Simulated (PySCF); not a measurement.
## Do core-level shifts follow atomic charges?

Species: C4H12BN.
Structure used (PBE0-D3(BJ)/def2-SVP), in Å, numbered top down from 1:
```xyz
18
C4H12BN angstrom
B     -1.707    0.896   -0.852
N     -0.673   -0.180   -0.199
C     -1.305   -0.945    0.882
C      0.591    0.477    0.209
C      1.679   -0.474    0.599
C      2.782   -0.667   -0.126
H     -1.116    1.384   -1.810
H     -1.939    1.713    0.033
H     -2.696    0.251   -1.180
H     -0.444   -0.828   -0.956
H     -1.583   -0.246    1.682
H     -0.637   -1.723    1.281
H     -2.222   -1.404    0.495
H      0.330    1.159    1.034
H      0.902    1.102   -0.639
H      1.557   -1.028    1.537
H      2.952   -0.122   -1.061
H      3.562   -1.364    0.191
```

Binding energies: delta-SCF UKS SCAN, pcX-2 on the ionised atom, pcseg-1 elsewhere, spin-free X2C in PySCF 2.14.0. Charges: PBE0/pcSseg-1 ground-state density, for the ionised atom.

```json
{"atom": "C6", "environment": "terminal =CH2 carbon", "C 1s (eV)": "290.94", "Mulliken (e)": "-0.148", "IAO (e)": "-0.289", "Hirshfeld (e)": "-0.083", "ESP (e)": "-0.466"}
{"atom": "C5", "environment": "alkene CH carbon", "C 1s (eV)": "291.24", "Mulliken (e)": "-0.269", "IAO (e)": "-0.157", "Hirshfeld (e)": "-0.044", "ESP (e)": "-0.096"}
{"atom": "C3", "environment": "N-methyl carbon", "C 1s (eV)": "292.15", "Mulliken (e)": "-0.112", "IAO (e)": "-0.305", "Hirshfeld (e)": "-0.043", "ESP (e)": "-0.427"}
{"atom": "C4", "environment": "sp3 carbon bound to nitrogen", "C 1s (eV)": "292.17", "Mulliken (e)": "-0.004", "IAO (e)": "-0.157", "Hirshfeld (e)": "-0.001", "ESP (e)": "-0.119"}
```

Question: How well does each charge scheme correlate with the binding energies over these sites?

Answer: Hirshfeld: r = 0.80, slope 15.0 eV per e; Mulliken: r = 0.69, slope 4.0 eV per e; ESP: r = 0.18, slope 0.6 eV per e; IAO: r = 0.08, slope 0.6 eV per e. Hirshfeld charges have the highest r, on only 4 points.

Question: The point-charge model writes a binding energy as kq + V + constant, with V the potential of the other atoms' charges at the site. What does it give with the ESP charges?

Answer: V = Σ 14.40 eV Å × q/r over all other atoms: +5.90 eV at C6, +0.20 eV at C5, +6.47 eV at C3, +2.16 eV at C4. Fitting binding energy − V to q gives k = 15.3 eV per e and leaves an rms residual of 0.24 eV, against 0.54 eV for the fit on q alone. The model has no term for differences in relaxation between sites.

One conformer (not necessarily the lowest) at the PBE0-D3(BJ)/def2-SVP geometry, without solvent, vibrations or thermal averaging.
